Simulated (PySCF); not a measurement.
**C₆ coefficients of unlike pairs at PBE**

Calculated with PySCF 2.14 from the dipole response of each species, C₆(A,B) = (3/π) ∫ α_A(iu) α_B(iu) du, in atomic units, from isotropic polarisabilities. For ions this is the dispersion term alone; charge-induced terms of lower order in 1/R come first.

```csv
species,configuration,basis,relativity,α (bohr³),C₆ (like pair)
Sb,[Kr] 4d10 5s2 5p3 (4S),aug-cc-pVTZ-PP with ECP28MDF (6s5p4d2f),core potential,47.90,522.3
Xe²⁺,[Kr] 4d10 5s2 5p4 (3P),"aug-cc-pVQZ-PP with one added diffuse shell each of s, p, d, f, g type with ECP28MDF (8s8p6d4f3g)",core potential,12.86,90.52
Tl³⁺,[Xe] 4f14 5d10 (1S),aug-cc-pVQZ-DK3 (10s9p7d4f2g),spin-free X2C,5.251,28.35
Hg,[Xe] 4f14 5d10 6s2 (1S),def2-QZVPPD with the def2 core potential (60 electrons) (7s5p4d4f2g),core potential,35.11,341.4
```

Estimate C₆ for Xe²⁺ with Sb.

The integral gives 202.1. The combination rule 2 C_A C_B / (C_A α_B/α_A + C_B α_A/α_B) gives 198.1 and the geometric mean 217.4.

No spin-orbit coupling is included.

The other pairs:

```json
{"pair": "Hg, Xe²⁺", "C₆": "170.7"}
{"pair": "Hg, Tl³⁺", "C₆": "86.82"}
{"pair": "Tl³⁺, Sb", "C₆": "97.79"}
{"pair": "Hg, Sb", "C₆": "417.6"}
{"pair": "Tl³⁺, Xe²⁺", "C₆": "48.39"}
```
